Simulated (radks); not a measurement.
All-electron atom: C4+ in 1s1.5 2s0.5 (fractional occupations, a model configuration).

Calculated with a radial shooting solver on a logarithmic mesh with Libxc functionals: non-relativistic Kohn-Sham, PBEsol, spin-polarised, spherical densities, point nucleus; open shells are filled with parallel spins first.

Energy parts (hartree):
| part | energy |
|---|---|
| total | -26.83882 |
| kinetic | 26.79848 |
| electron-nucleus | -55.95985 |
| Hartree | 4.96168 |
| exchange-correlation | -2.63913 |

Orbitals (lengths in bohr, moments of r in powers of bohr; <r^-3> diverges for s and p1/2; r(90%) holds 90 % of the orbital's charge):
orbital  occ.  eigenvalue (hartree)  <r^-3>  <1/r>  r(90%)     <r>
1s up       1             -14.26813       -  5.813   0.465  0.2606
1s down   0.5             -13.85073       -  5.758   0.471  0.2635
2s up     0.5              -2.88854       -  1.268    1.77   1.157
2p up       0              -2.65092   5.195  1.224    1.66   1.031

The highest occupied level is 2s up at -78.601 eV. Spin moment in Bohr magnetons: 1.
